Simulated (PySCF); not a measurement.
C₅H₃Br, SMILES BrC(C#C)=C=C.

Coordinates come from a PBE0-D3(BJ)/def2-SVP optimisation. The structure was generated by enumeration, and PubChem lists no compound with its InChIKey, so it may never have been made.

Calculation: PBE/def2-TZVP (PySCF).

The molecule is in vacuum.

total energy: -2765.79002 hartree
point group: Cs
highest occupied level: -6.01 eV
lowest empty level: -2.47 eV
orbital gap: 3.54 eV
dipole moment: 0.344 e·Å
quadrupole, principal values (traceless, Buckingham form, about the centre of nuclear charge): -6.37, -1.34, 7.71 D·Å
mean static polarisability: 86.3 bohr³ (12.79 Å³)
polarisability, principal values: 47.3, 88.4, 123.2 bohr³
